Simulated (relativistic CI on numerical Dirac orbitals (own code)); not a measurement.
Charge states of promethium

Method of calculation: Dirac-Coulomb-Breit CI, separate exchange-only KLI orbitals for each configuration, QED by a radiative potential, valence Slater integrals scaled by 0.9 (own radial code, finite nucleus).

Each species is treated in one configuration, given outside its closed core. Radial values are for the open shell of highest l, unscaled and averaged over j; ζ includes the Breit term. Labels give the leading LS character, summed over repeated terms.

| Ion | Configuration | Its lowest level | LS weight (%) | Next level | E (cm⁻¹) | ζ (cm⁻¹) | F² (cm⁻¹) | F⁴ (cm⁻¹) |
| --- | --- | --- | --- | --- | --- | --- | --- | --- |
| Pm | 4f⁵6s² | ⁶H°5/2 | 97 | ⁶H°7/2 | 825.38 | 940.8 | 89810 | 55620 |
| Pm+ | 4f⁵6s | ⁷H°2 | 97 | ⁷H°3 | 498.25 | 924.8 | 90580 | 56120 |
| Pm2+ | 4f⁵ | ⁶H°5/2 | 97 | ⁶H°7/2 | 783.49 | 909.4 | 91880 | 56960 |
| Pm3+ | 4f⁴ | ⁵I4 | 98 | ⁵I5 | 1448.4 | 1005 | 102000 | 63750 |
| Pm4+ | 4f³ | ⁴I°9/2 | 97 | ⁴I°11/2 | 2372.5 | 1107 | 110800 | 69650 |
| Pm5+ | 4d¹⁰4f³5s²5p⁵ | ⁵H3 | 97 | ⁵H4 | 1909.9 | 1110 | 113400 | 71460 |
| Pm6+ | 4d¹⁰4f³5s²5p⁴ | ⁶H°5/2 | 79 | ⁶H°7/2 | 606.97 | 1115 | 116000 | 73210 |
| Pm8+ | 4d¹⁰4f³5s²5p² | ⁶K°9/2 | 50 | J = 11/2 (mixed) | 3887.8 | 1131 | 120900 | 76610 |
| Pm9+ | 4d¹⁰4f³5s²5p | ⁵K5 | 72 | ⁵K6 | 4107.8 | 1143 | 123300 | 78280 |
| Pm10+ | 4d¹⁰4f³5s² | ⁴I°9/2 | 97 | ⁴I°11/2 | 2434.2 | 1156 | 125700 | 79960 |
| Pm11+ | 4d¹⁰4f²5s² | ³H4 | 96 | ³H5 | 3649 | 1274 | 131900 | 84190 |
| Pm12+ | 4d¹⁰4f5s² | ²F°5/2 | 100 | ²F°7/2 | 4906.1 | 1394 |  |  |
| Pm13+ | 4d¹⁰5s² | ¹S0 | 100 |  |  |  |  |  |
| Pm14+ | 4d¹⁰5s | ²S1/2 | 100 |  |  |  |  |  |
| Pm15+ | 4d¹⁰ | ¹S0 | 100 |  |  |  |  |  |
| Pm16+ | 4d⁹ | ²D5/2 | 100 | ²D3/2 | 39868 | 15920 |  |  |
| Pm17+ | 4d⁸ | ³F4 | 94 | J = 2 (mixed) | 19087 | 16400 | 161600 | 109300 |
| Pm18+ | 4d⁷ | ⁴F9/2 | 77 | J = 3/2 (mixed) | 26744 | 16900 | 163600 | 110800 |
| Pm19+ | 4d⁶ | ⁵D4 | 67 | J = 2 (mixed) | 16015 | 17400 | 165600 | 112200 |
| Pm20+ | 4d⁵ | ⁶S5/2 | 64 | J = 5/2 (mixed) | 37687 | 17910 | 167600 | 113700 |
| Pm21+ | 4d⁴ | J = 0 (mixed) | 47 | ⁵D1 | 26889 | 18420 | 169500 | 115100 |
| Pm22+ | 4d³ | ⁴F3/2 | 69 | ⁴F5/2 | 31201 | 18940 | 171400 | 116500 |
| Pm23+ | 4d² | ³F2 | 83 | ³F3 | 42352 | 19470 | 173300 | 117800 |
| Pm24+ | 4d | ²D3/2 | 100 | ²D5/2 | 50157 | 20010 |  |  |

With one configuration, terms of near-neutral atoms and ions can be 10 to 25 % off, and close levels can change places.

At low charge ζ of a weakly bound d or f electron comes out too small.
